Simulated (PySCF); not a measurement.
**Au: interval between two levels**

Au [Xe] 4f14 5d10 6s1 [2S1/2, M_J = 1/2] → Au [Xe] 4f14 5d9 6s1 6p1 [4F9/2, M_J = 9/2], as a difference of total energies. All numbers are calculated (PySCF 2.14, the two-component X2C-1e Hamiltonian, in x2c-SVPall-2c with one added diffuse shell each of s, d type (8s9p10d2f, 99 functions)). Correlated levels: [Kr] 4d10 4f14 frozen; the 22 highest virtual spinors dropped. "Screened" scales the spin-orbit matrix elements by Boettger's factors to mimic the two-electron term; Breit and QED terms are absent.

```csv
method,interval between two levels (cm⁻¹)
GHF (spin-free),43932
GMP2 (spin-free),53819
GHF (screened spin-orbit),39952
GMP2 (screened spin-orbit),49784
```

The labels give the starting determinants; with spin-orbit coupling the two ends relaxed to ⟨J²⟩ = 0.75, ⟨L²⟩ = 0.15, ⟨S²⟩ = 0.90 and ⟨J²⟩ = 24.78, ⟨L²⟩ = 12.16, ⟨S²⟩ = 3.90.
